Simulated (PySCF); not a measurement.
## Levels of Cd(29+) from EOM-EA-GCCSD

Reference: closed-shell Cd(30+), [Ar]; one electron is added. Calculated with PySCF 2.14, two-component X2C-1e with screened spin-orbit coupling, an even-tempered Gaussian basis (18 s from 1.7 bohr⁻², ratio 2.6; 14 p from 2.1 bohr⁻², ratio 2.6; 6 d from 2.2 bohr⁻², ratio 2.8; 3 f from 41 bohr⁻², ratio 2.8); frozen [Ne]; the 62 highest virtual spinors dropped; of the others 50 kept and the rest restored at second order. No Breit or QED terms. Binding energies in eV.

| level | Koopmans | second order | EOM-CCSD |
| --- | --- | --- | --- |
| 3d3/2 | 1632.9 | 1634.2 | 1633.9 |
| 3d5/2 | 1623.6 | 1624.9 | 1624.6 |

For comparison, the ionisation energy of Cd(29+) is 1635 ± 4 eV (theoretical estimate listed by NIST; NIST Atomic Spectra Database, ionization energies).

Only part of the computed levels is shown.
